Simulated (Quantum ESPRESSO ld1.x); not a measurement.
Li III, configuration 1s1. Calculated with ld1.x of Quantum ESPRESSO 7.5: non-relativistic Kohn-Sham, LDA (Slater exchange, VWN5 correlation), spin-unpolarised, spherical densities, point nucleus; without spin polarisation the odd electron is poorly described.

Normalised radial functions P(r) = r R(r), r in bohr:

| r | 1s |
|---|---|
| 0.03875 | 0.3479 |
| 0.04511 | 0.3973 |
| 0.05252 | 0.4524 |
| 0.06114 | 0.5132 |
| 0.07118 | 0.5798 |
| 0.08286 | 0.6517 |
| 0.09646 | 0.7285 |
| 0.1123 | 0.8088 |
| 0.1318 | 0.8955 |
| 0.1534 | 0.9773 |
| 0.1786 | 1.0556 |
| 0.2079 | 1.1264 |
| 0.242 | 1.1852 |
| 0.2818 | 1.2270 |
| 0.328 | 1.2466 |
| 0.3819 | 1.2394 |
| 0.4446 | 1.2017 |
| 0.5176 | 1.1317 |
| 0.6025 | 1.0306 |
| 0.7014 | 0.9027 |
| 0.8232 | 0.7476 |
| 0.9583 | 0.5920 |
| 1.116 | 0.4409 |
| 1.299 | 0.3058 |
| 1.512 | 0.1952 |
| 1.76 | 0.1133 |
| 2.049 | 0.0588 |

1s: eigenvalue -97.438 eV, 0 radial nodes, <r> = 0.520 bohr, 90 % of the charge inside 0.928 bohr.
